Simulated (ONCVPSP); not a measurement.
# u(r) = r·R(r): atom against pseudo-atom (Zn)

Columns: radius, all-electron u(r) and pseudo u(r) of the 3d shell (level -10.75 eV) of zinc in the configuration [Ne] 3s2 3p6 3d10 4s1.75 4p0.25; PBE, scalar-relativistic, ONCV scheme, ONCVPSP 4.0.1.

```json
{"r (bohr)": "0.072", "all-electron": "0.0584", "pseudo": "0.0075"}
{"r (bohr)": "0.145", "all-electron": "0.2585", "pseudo": "0.0575"}
{"r (bohr)": "0.217", "all-electron": "0.5020", "pseudo": "0.1744"}
{"r (bohr)": "0.290", "all-electron": "0.7195", "pseudo": "0.3619"}
{"r (bohr)": "0.362", "all-electron": "0.8772", "pseudo": "0.5904"}
{"r (bohr)": "0.435", "all-electron": "0.9775", "pseudo": "0.8254"}
{"r (bohr)": "0.507", "all-electron": "1.0260", "pseudo": "1.0175"}
{"r (bohr)": "0.580", "all-electron": "1.0362", "pseudo": "1.1397"}
{"r (bohr)": "0.652", "all-electron": "1.0195", "pseudo": "1.1782"}
{"r (bohr)": "0.725", "all-electron": "0.9852", "pseudo": "1.1461"}
{"r (bohr)": "0.798", "all-electron": "0.9404", "pseudo": "1.0669"}
{"r (bohr)": "0.870", "all-electron": "0.8907", "pseudo": "0.9690"}
{"r (bohr)": "0.942", "all-electron": "0.8388", "pseudo": "0.8733"}
{"r (bohr)": "1.015", "all-electron": "0.7861", "pseudo": "0.7936"}
{"r (bohr)": "1.088", "all-electron": "0.7346", "pseudo": "0.7346"}
{"r (bohr)": "1.160", "all-electron": "0.6858", "pseudo": "0.6858"}
{"r (bohr)": "1.232", "all-electron": "0.6394", "pseudo": "0.6394"}
{"r (bohr)": "1.305", "all-electron": "0.5951", "pseudo": "0.5951"}
{"r (bohr)": "1.378", "all-electron": "0.5536", "pseudo": "0.5535"}
{"r (bohr)": "1.450", "all-electron": "0.5154", "pseudo": "0.5153"}
{"r (bohr)": "1.522", "all-electron": "0.4797", "pseudo": "0.4796"}
{"r (bohr)": "1.595", "all-electron": "0.4461", "pseudo": "0.4460"}
{"r (bohr)": "1.668", "all-electron": "0.4149", "pseudo": "0.4148"}
{"r (bohr)": "1.740", "all-electron": "0.3864", "pseudo": "0.3863"}
{"r (bohr)": "1.812", "all-electron": "0.3599", "pseudo": "0.3598"}
{"r (bohr)": "1.885", "all-electron": "0.3349", "pseudo": "0.3349"}
```

(1) How many radial nodes do the two functions have?

(2) At about which radius was the pseudo-wave matched?

(3) Where does each function peak?

(4) Is the pseudo-wave norm-conserving?

Answers

(1) The all-electron 3d function has n − l − 1 = 0; the pseudo-wave has 0.

(2) 1.10 bohr, where the columns begin to agree (steps of 0.07 bohr).

(3) Outermost all-electron maximum near 0.58 bohr, pseudo maximum near 0.65 bohr (to the table’s step).

(4) Yes: the ONCV scheme keeps the norm inside the radius equal to the all-electron one, which fixes the energy derivative of the logarithmic derivative at the level.
